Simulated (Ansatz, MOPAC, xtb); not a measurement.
**How methods differ on CHBrF2 (SMILES FC(F)Br)**

CHBrF2, singlet, SMILES `FC(F)Br`. Each level relaxes the structure for itself.

Each level gives the zero-point energy at each level's own minimum (kJ/mol). The values are calculated.

```csv
level,kind,program,value (kJ/mol)
PM3,semi-empirical,MOPAC,59.6
PM6-D3H4X,semi-empirical,MOPAC,54.5
PM7,semi-empirical,MOPAC,57.0
GFN2-xTB,semi-empirical,xtb,55.0
HF/STO-3G,Hartree–Fock,Ansatz,68.3
HF/3-21G,Hartree–Fock,Ansatz,64.7
HF/6-31G* (Cartesian functions),Hartree–Fock,Ansatz,66.2
PBE/def2-SVP,GGA,Ansatz,58.1
B3LYP/6-31G* (Cartesian functions),global hybrid,Ansatz,60.2
PBE0-D4/def2-TZVP,global hybrid,Ansatz,60.2
```

All-electron rows without a relativistic Hamiltonian named are non-relativistic. Harmonic and unscaled. The values span 54.5 to 68.3 kJ/mol.
